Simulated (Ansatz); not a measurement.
Reaction (atomization): `Cl[Si](Cl)(Cl)I` → 3 Cl• + I• + Si•

Gas-phase electronic energies from Ansatz, PBE0-D4/def2-TZVP geometries. CBS: MP2 limit from def2 TZ/QZ plus the TZ coupled-cluster correction, frozen cores. This one scheme is used for every species, atoms too. Functionals use def2-TZVPP. HSE06 is defined as in plane-wave codes. Open shells (•) are unrestricted, without spin–orbit coupling. Spin–orbit coupling would lower the free atoms: a little for Cl, Si; strongly for I. Elements past krypton have def2 core potentials. For I outer-core shells are correlated without core-valence functions, so the limit isn't a true one: a few kJ/mol of doubt a bond, and 10 to 20 or more in all where bonds break to atoms.

```csv
level,ΔE (eV)
PBE0-D4,15.54
HSE06,15.30
CAM-B3LYP,14.64
MP2/def2-SVP,14.24
CCSD/def2-SVP,13.21
CCSD(T)/def2-SVP,13.49
HF/CBS(def2),11.02
MP2/CBS(def2),16.57
```

Question: What does CCSD(T)/CBS give? (Estimate.)

Answer: Ansatz gave: +15.54 eV. The listed levels differ from it by 0.00, -0.24, -0.90, -1.30, -2.33, -2.05, -4.52, 1.03 eV.

Largest T1 diagnostic among the species: 0.012.

From r2SCAN to r2SCAN0 (25 % exact exchange), in def2-TZVPP and without D4, ΔE moves by −0.33 eV: exact exchange takes away binding that semilocal exchange gives to molecules. At CCSD(T), def2-SVP lies −2.05 eV from the extrapolated value and def2-TZVPP −0.83 eV: correlation converges slowly with the basis, and small sets miss more of it in the bonded molecule than in its fragments. The D4 term adds +0.51 eV with B3LYP and +0.26 eV with PBE0; it sums over pairs of atoms, weighted by their polarisabilities, and B3LYP, whose exchange is more repulsive, gets the larger term.

B3LYP here is the variant with VWN-RPA as its local correlation; programs differ in this.

For atomizations the MP2-based limit and the directly extrapolated one differ by several kJ/mol either way, and by 10 to 25 for some Ge, Se and Sn compounds, so smaller differences from it don't rank the levels.
